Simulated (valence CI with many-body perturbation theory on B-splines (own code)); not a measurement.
## Nb³⁶⁺: electric-dipole lines

Calculated by valence CI with perturbative core correlation (CI+MBPT): three valence electrons over a frozen Dirac-Fock core [He], a basis of 11 s, 11 p, 9 d, 7 f, 5 g, 2 h, 1 i functions for each j, with the one-electron correlation potential Σ1, the two-electron term Σ2, the three-electron term Σ3, Breit, model QED; selected CI, second order for the rest (own B-spline code, finite nucleus).

The last digits are not significant, and no measured levels were compared; by estimate large intervals hold to a few tenths of a per cent, small ones and those within an open d or f shell to about a per cent.

Lines 1 to 50 of 266 in falling wavelength, among levels below 3234.7 eV, chosen from the strongest by gf and those to the six lowest levels. Wavelengths and rates use the calculated energies. Electric multipoles are in the length gauge, E1 and E2 with the static RPA response of the core. Weak lines are less certain than strong ones. Lines between different terms over intervals too small for the method are left out, as are lines whose strength nearly cancels. Where a level lies close to another of its J and parity, the split of strength between their lines is uncertain. The highest levels of a list are the least certain.

Levels are named by their leading jj configuration (3d3/2^4 stands for four electrons in 3d with j = 3/2), which in mixed levels can hold well under half, so a name can repeat and another be missing. Letters in brackets count levels of one name in rising energy.

| λ vac (nm) | Upper | Lower | A (s⁻¹) | S (a.u.) |
| --- | --- | --- | --- | --- |
| 33.71 | (2s 2p3/2 3d5/2) J=9/2 | (2s 2p3/2 3p3/2) J=7/2 | 1.44e+09 | 2.73e-01 |
| 33.67 | (2p1/2 2p3/2 3d5/2) J=7/2 | (2p1/2 2p3/2 3p3/2) J=5/2 [a] | 1.29e+09 | 1.94e-01 |
| 33.58 | (2p1/2 2p3/2 3d5/2) J=9/2 | (2p1/2 2p3/2 3p3/2) J=7/2 | 1.72e+09 | 3.21e-01 |
| 32.33 | (2s 2p1/2 3d5/2) J=7/2 | (2s 2p1/2 3p3/2) J=5/2 | 1.64e+09 | 2.19e-01 |
| 30.17 | (2s 2p3/2 3d5/2) J=7/2 [b] | (2s 2p3/2 3p3/2) J=5/2 [b] | 1.79e+09 | 1.94e-01 |
| 29.85 | (2p1/2^2 3d5/2) J=5/2 | (2p1/2^2 3p3/2) J=3/2 | 1.81e+09 | 1.42e-01 |
| 28.23 | (2s 2p1/2 3d5/2) J=5/2 [a] | (2s 2p1/2 3p3/2) J=3/2 [a] | 1.56e+09 | 1.04e-01 |
| 28.09 | (2s^2 3d5/2) J=5/2 | (2s^2 3p3/2) J=3/2 | 2.15e+09 | 1.41e-01 |
| 27.68 | (2s 2p3/2 3d5/2) J=5/2 [b] | (2s 2p3/2 3p3/2) J=3/2 [b] | 1.52e+09 | 9.54e-02 |
| 27.21 | (2s 2p1/2 3d5/2) J=5/2 [b] | (2s 2p1/2 3p3/2) J=3/2 [b] | 2.40e+09 | 1.43e-01 |
| 26.74 | (2s 2p3/2 3d5/2) J=7/2 [a] | (2s 2p3/2 3p3/2) J=5/2 [a] | 2.18e+09 | 1.64e-01 |
| 26.74 | (2s 2p3/2 3d5/2) J=5/2 [a] | (2s 2p3/2 3p3/2) J=3/2 [a] | 1.72e+09 | 9.71e-02 |
| 25.68 | (2s 2p3/2 3p1/2) J=5/2 | (2s 2p3/2 3s) J=5/2 | 1.90e+09 | 9.53e-02 |
| 22.51 | (2p1/2 2p3/2 3p3/2) J=7/2 | (2p1/2^2 3d5/2) J=5/2 | 2.54e+09 | 1.14e-01 |
| 22.20 | (2s 2p3/2 3p3/2) J=3/2 [a] | (2s 2p3/2 3s) J=3/2 [a] | 3.77e+09 | 8.15e-02 |
| 21.39 | (2s 2p3/2 3d3/2) J=7/2 | (2s 2p3/2 3p1/2) J=5/2 | 3.27e+09 | 1.26e-01 |
| 21.14 | (2p1/2 2p3/2 3d3/2) J=5/2 | (2p1/2 2p3/2 3p1/2) J=3/2 [a] | 4.57e+09 | 1.28e-01 |
| 21.01 | (2p1/2 2p3/2 3d3/2) J=7/2 | (2p1/2 2p3/2 3p1/2) J=5/2 | 4.11e+09 | 1.50e-01 |
| 20.81 | (2s 2p3/2 3d3/2) J=5/2 [a] | (2s 2p3/2 3p1/2) J=3/2 [a] | 2.47e+09 | 6.59e-02 |
| 20.70 | (2p1/2 2p3/2 3p3/2) J=5/2 [a] | (2p1/2^2 3d3/2) J=3/2 | 2.71e+09 | 7.11e-02 |
| 20.68 | (2s 2p1/2 3d3/2) J=5/2 | (2s 2p1/2 3p1/2) J=3/2 | 3.91e+09 | 1.02e-01 |
| 20.52 | (2s 2p3/2 3d3/2) J=5/2 [b] | (2s 2p3/2 3p1/2) J=3/2 [b] | 3.57e+09 | 9.14e-02 |
| 20.34 | (2p1/2 2p3/2 3p3/2) J=5/2 [a] | (2p1/2 2p3/2 3s) J=3/2 [a] | 3.39e+09 | 8.46e-02 |
| 20.01 | (2s 2p1/2 3d3/2) J=3/2 [a] | (2s 2p1/2 3p1/2) J=1/2 [a] | 5.32e+09 | 8.41e-02 |
| 20.00 | (2s 2p1/2 3p3/2) J=3/2 [b] | (2s 2p1/2 3s) J=1/2 [b] | 4.88e+09 | 7.71e-02 |
| 19.91 | (2p1/2 2p3/2 3p3/2) J=7/2 | (2p1/2 2p3/2 3s) J=5/2 | 7.18e+09 | 2.24e-01 |
| 19.76 | (2s 2p3/2 3p3/2) J=5/2 [b] | (2s 2p3/2 3s) J=3/2 [b] | 6.25e+09 | 1.43e-01 |
| 19.29 | (2s^2 3d3/2) J=3/2 | (2s^2 3p1/2) J=1/2 | 5.21e+09 | 7.39e-02 |
| 18.82 | (2p1/2^2 3p3/2) J=3/2 | (2p1/2^2 3s) J=1/2 | 1.12e+10 | 1.48e-01 |
| 18.70 | (2s 2p3/2 3p3/2) J=5/2 [a] | (2s 2p3/2 3s) J=3/2 [a] | 5.43e+09 | 1.05e-01 |
| 18.30 | (2p1/2 2p3/2 3p3/2) J=5/2 [b] | (2p1/2 2p3/2 3s) J=3/2 [b] | 8.84e+09 | 1.60e-01 |
| 18.19 | (2s 2p3/2 3p3/2) J=7/2 | (2s 2p3/2 3s) J=5/2 | 8.56e+09 | 2.03e-01 |
| 18.12 | (2s 2p3/2 3p3/2) J=1/2 [a] | (2s 2p3/2 3s) J=3/2 [a] | 9.52e+09 | 5.59e-02 |
| 17.95 | (2s^2 3p3/2) J=3/2 | (2s^2 3s) J=1/2 | 9.21e+09 | 1.05e-01 |
| 17.80 | (2s 2p1/2 3p3/2) J=5/2 | (2s 2p1/2 3s) J=3/2 | 1.28e+10 | 2.14e-01 |
| 17.25 | (2s 2p1/2 3p3/2) J=3/2 [a] | (2s 2p1/2 3s) J=1/2 [a] | 1.20e+10 | 1.22e-01 |
| 16.47 | (2p1/2 2p3/2 3p3/2) J=5/2 [b] | (2p1/2 2p3/2 3s) J=5/2 | 4.45e+09 | 5.89e-02 |
| 15.82 | (2p1/2 2p3/2 3p3/2) J=1/2 [b] | (2p1/2 2p3/2 3s) J=3/2 [b] | 1.54e+10 | 6.01e-02 |
| 15.67 | (2p1/2 2p3/2 3p1/2) J=5/2 | (2s 2p3/2 3p1/2) J=3/2 [b] | 4.87e+09 | 5.54e-02 |
| 15.45 | (2s 2p3/2 3d5/2) J=7/2 [a] | (2s 2p3/2 3p1/2) J=5/2 | 3.33e+09 | 4.85e-02 |
| 15.09 | (2s 2p3/2 3p3/2) J=5/2 [a] | (2s 2p3/2 3s) J=5/2 | 6.16e+09 | 6.27e-02 |
| 12.49 | (2s 2p1/2 2p3/2) J=5/2 | (2s^2 2p3/2) J=3/2 | 1.74e+09 | 1.00e-02 |
| 11.60 | (2s 2p1/2^2) J=1/2 | (2s^2 2p1/2) J=1/2 | 2.82e+09 | 4.35e-03 |
| 10.21 | (2p1/2^2 2p3/2) J=3/2 | (2s 2p1/2 2p3/2) J=3/2 [b] | 4.39e+09 | 9.22e-03 |
| 9.043 | (2s 2p1/2 2p3/2) J=3/2 [b] | (2s^2 2p3/2) J=3/2 | 1.80e+09 | 2.62e-03 |
| 9.001 | (2p1/2 2p3/2 3d5/2) J=9/2 | (2s 2p3/2 3d5/2) J=9/2 | 8.37e+09 | 3.01e-02 |
| 8.668 | (2s 2p1/2 2p3/2) J=1/2 | (2s^2 2p3/2) J=3/2 | 3.64e+09 | 2.34e-03 |
| 7.888 | (2p1/2 2p3/2^2) J=5/2 | (2s 2p3/2^2) J=5/2 | 1.87e+10 | 2.72e-02 |
| 7.783 | (2p1/2^2 2p3/2) J=3/2 | (2s 2p1/2 2p3/2) J=5/2 | 3.02e+10 | 2.81e-02 |
| 6.828 | (2p1/2^2 2p3/2) J=3/2 | (2s 2p1/2 2p3/2) J=3/2 [a] | 1.36e+10 | 8.58e-03 |
